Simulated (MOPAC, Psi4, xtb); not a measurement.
Approach curve of the dimer HF ··· F4Si (SMILES F and F[Si](F)(F)F). Monomers: optimised at B3LYP-D3(BJ) (def2-TZVP), held rigid. Orientation: lowest of the rigid-body minima from ten starts at GFN2-xTB. Only R, the distance of the centres of mass, is varied, so the lowest point isn't the relaxed dimer.

Geometry at R = 4.43 Å (first 2 atoms: monomer A):
```
7

F      0.4622     0.0000     0.0000
H     -0.4622     0.0000     0.0000
F     -4.7118     0.8686    -0.6592
Si    -4.0000    -0.3517     0.0196
F     -4.4927    -0.4863     1.5014
F     -2.4488    -0.1283     0.0046
F     -4.3469    -1.6615    -0.7681
```

Levels: revPBE/def2-TZVP, counterpoise-corrected (Psi4); PM7, restricted, heats of formation (MOPAC); SCS-MP2/aug-cc-pVDZ = DF-SCS-MP2/aug-cc-pVDZ, frozen core, counterpoise-corrected in Psi4; PM6, restricted, heats of formation (MOPAC); GFN1-xTB (xtb).

Interaction energies in kJ/mol (negative: bound); R is the distance of the centres of mass, d the H2···F6 distance.

```tsv
R / Å	d / Å	revPBE/def2-TZVP	PM7	SCS-MP2/aug-cc-pVDZ	PM6	GFN1-xTB
3.87	1.43	28.61	94.01	27.71	52.73	-3.45
4.05	1.61	8.72	59.61	6.74	31.75	-13.24
4.19	1.75	1.52	39.84	-0.55	20.53	-15.27
4.43	1.99	-3.36	17.20	-5.04	8.61	-14.15
4.65	2.21	-4.31	5.94	-5.45	3.03	-11.60
4.83	2.39	-4.16	1.16	-4.89	0.43	-9.51
5.09	2.65	-3.49	-1.76	-3.79	-1.43	-7.03
5.41	2.97	-2.60	-2.49	-2.64	-1.85	-4.95
5.94	3.50	-1.47	-2.10	-1.48	-1.37	-3.09
6.64	4.20	-0.70	-1.37	-0.76	-0.83	-1.89
7.62	5.18	-0.31	-0.40	-0.34	-0.45	-1.05
8.97	6.53	-0.12	-0.10	-0.14	-0.21	-0.54
```

Lowest grid point: revPBE/def2-TZVP -4.31 kJ/mol at R = 4.65 Å; PM7 -2.49 kJ/mol at R = 5.41 Å; SCS-MP2/aug-cc-pVDZ -5.45 kJ/mol at R = 4.65 Å; PM6 -1.85 kJ/mol at R = 5.41 Å; GFN1-xTB -15.27 kJ/mol at R = 4.19 Å.
